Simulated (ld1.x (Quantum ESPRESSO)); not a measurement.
**What one change does to a pseudopotential (Sc, TM)**

| Quantity | Value |
| --- | --- |
| Element | Sc |
| Generator | ld1.x (Quantum ESPRESSO) 7.5 |
| Type | norm-conserving Troullier–Martins (Kleinman–Bylander form) |
| Functional | PBE |
| Relativity | fully relativistic |
| Frozen core | [Ar] |
| Valence charge | 3 |
| Reference configuration | 3d1 4s0 4p0 (charge +2) |
| Partial waves | 4s (bound, empty): rc 2.70 bohr; 4p (bound, empty): rc 2.35 bohr; 3d (bound): rc 1.40 bohr |
| Local potential | all-electron potential smoothed inside 1.35 bohr (lloc = -1) |
| Core correction | a·sin(br)/r model core inside 1.20 bohr |

Open shells are filled in proportion to 2j + 1 (rel_dist='average').

All-electron outer shells of the reference configuration (PBE, scalar-relativistic, ld1.x):

| shell | level (eV) | outermost node (bohr) | outermost maximum (bohr) |
| --- | --- | --- | --- |
| 3p | -48.95 | 0.39 | 0.97 |
| 3d | -17.91 | – | 1.08 |
| 4s | -15.89 | 1.31 | 2.73 |
| 4p | -11.75 | 1.45 | 3.22 |

Change: local potential all-electron potential smoothed inside 2.62 bohr (lloc = -1).

Cutoffs: the cutoffs (Ry, on a coarse ladder) from which the occupation-weighted sum of valence levels, in a spherical-Bessel basis at the reference potential, stays within 10 and 1 mRy of its value at 400 Ry; they do not see the model core or the augmentation charge, which bear on the density cutoff. Errors are all-electron minus pseudo energies relative to the spin-unpolarised reference configuration.

Q: What does the change do?

A: The potential gets neither clearly harder nor softer (80 Ry and 100 Ry → 80 Ry and 100 Ry); the bound ghost in p, s disappears; of the 5 tests that both files solve, the error grows in 0 and shrinks in 4 by more than 15 % and 0.3 meV (median size 32.5 → 18.7 meV); the range in which the s phases agree narrows (upper end 0.7 → -0.5); the range in which the d3/2 phases agree narrows (upper end 4.4 → -0.2). In the separable form a ghost depends on how the local part lies against the semilocal potential of the channel, so the choice of the local part can create or remove one. That the errors move this way runs against the usual rule that smaller radii transfer better.

| quantity | base | changed |
| --- | --- | --- |
| cutoff, loose | 80 Ry | 80 Ry |
| cutoff, tight | 100 Ry | 100 Ry |
| bound ghosts | s, p3/2, p1/2 | none |
| tests counted (converged, no solver errors) | 6 of 7 | 6 of 7 |
| error for 3d1 4s1 4p0, meV [ΔE -12.77 eV] | -5.8 | -1.6 |
| error for 3d1 4s1.5 4p0, meV [ΔE -16.91 eV] | -8.0 | +2.0 |
| error for 3d1.5 4s1.5 4p0, meV [ΔE -18.99 eV] | -32 | -19 |
| error for 3d1 4s0 4p2, meV [ΔE -13.99 eV] | -6549 | +24 |
| error for 3d2 4s0 4p0, meV [ΔE -12.09 eV] | -233 | -265 |
| s: phases at 2.96 bohr within 0.05 rad from the reference energy up to (Ry; the scan ends near 5) | 0.7 | -0.5 |
| p1/2: phases at 2.96 bohr within 0.05 rad from the reference energy up to (Ry; the scan ends near 5) | -0.5 | -0.5 |
| p3/2: phases at 2.96 bohr within 0.05 rad from the reference energy up to (Ry; the scan ends near 5) | -0.5 | -0.5 |
| d3/2: phases at 2.96 bohr within 0.05 rad from the reference energy up to (Ry; the scan ends near 5) | 4.4 | -0.2 |
| d5/2: phases at 2.96 bohr within 0.05 rad from the reference energy up to (Ry; the scan ends near 5) | 4.5 | -0.2 |

Base: Tests not counted: 3d1 4s0 4p1 (pseudo-atom not self-consistent, printed error +447 meV). These tests converged, but a pseudo level misses the all-electron one widely, so the file describes the atom poorly there or has found another state: 3d1 4s0 4p2: 3d by 5.6 eV. Changed file: Tests not counted: 3d1 4s2 4p0 (solver errors, printed error +7.3 meV). A true bound ghost makes a file unfit for plane-wave use even where its test errors are small: the radial tests pick states by their node count and pass the ghost by.
